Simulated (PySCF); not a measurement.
Several structures and their simulated spectra, in scrambled order.

A. `c1n(CC#C)nnc1C`
B. `InChI=1S/C6H9F2NO/c7-6(8)4-1-2-9-5(10)3-4/h4,6H,1-3H2,(H,9,10)/t4-/m1/s1`
C. SMILES C=Cc1cc(C)nnn1

Spectrum 1. $^{1}$H NMR (400 MHz, computed): δ 8.27 (m, 1H), 6.81 (s, 1H), 6.81 (m, 1H), 6.34 (m, 1H), 2.88 (s, 3H). $^{13}$C{$^{1}$H} NMR (computed): δ 163.2 (C), 156.1 (C), 139.8 (CH), 136.5 (CH2), 120.6 (CH), 24.6 (CH3).

Spectrum 2. $^{1}$H NMR (400 MHz, computed): δ 7.67 (s, 1H), 5.20 (d, 2H), 2.62 (s, 3H), 1.91 (t, 1H). $^{13}$C{$^{1}$H} NMR (computed): δ 149.2 (C), 127.4 (CH), 83.5 (C), 81.9 (CH), 40.6 (CH2), 13.3 (CH3).

Spectrum 3. $^{1}$H NMR (400 MHz, computed): δ 6.06 (m, 1H), 4.67 (br, 1H), 3.62 (m, 1H), 3.43 (m, 1H), 2.48 (m, 1H), 2.41 (m, 1H), 2.31 (m, 1H), 2.14 (m, 1H), 1.75 (m, 1H). $^{13}$C{$^{1}$H} NMR (computed): δ 167.3 (C), 123.3 (CH), 41.5 (CH2), 40.6 (CH), 34.5 (CH2), 25.8 (CH2).

All values are calculated (PySCF 2.14): PBE0/pcSseg-1 with gauge-including orbitals, structure optimised with GFN2-xTB. One averaged value for each set of equivalent atoms, one computed conformer, no solvent model, relativity neglected.

References, each an isolated molecule treated in the same way: TMS for $^{1}$H (σ = 31.72 ppm) and $^{13}$C (σ = 186.93 ppm). Splittings of carbon signals by F and P are missing where no couplings were computed. Where no couplings were computed, multiplicities follow the n + 1 count of equivalent neighbours, and m marks all less simple cases (inequivalent or close neighbours, rings, F or P nearby). Acid and N–H amide carbonyl carbons lie up to 10 ppm further downfield in solution (hydrogen bonding). Shifts are as computed. Against solution values, carbons near 30 ppm lie about +3 ppm off and those near 130 ppm about +5 ppm. Of 1211 compounds with measured shifts, 218 miss one by over three times the rms of a fit or turn the order of signals round; such compounds aren't used in these exercises. OH and NH positions are gas-phase values without hydrogen bonding to other molecules.

Question: Which spectrum belongs to which compound?

Answer: 1–C, 2–A, 3–B.

- Spectrum 1 (C): 6 $^{13}$C signals; δC 139.8 is an alkene CH; δC 136.5 is a terminal =CH2 carbon.
- Spectrum 2 (A): 6 $^{13}$C signals; δC 83.5 is an alkyne carbon; δC 81.9 is a terminal alkyne carbon.
- Spectrum 3 (B): 6 $^{13}$C signals; δC 167.3 is an amide carbonyl carbon; δC 123.3 is an sp3 CH bonded to 2 F.
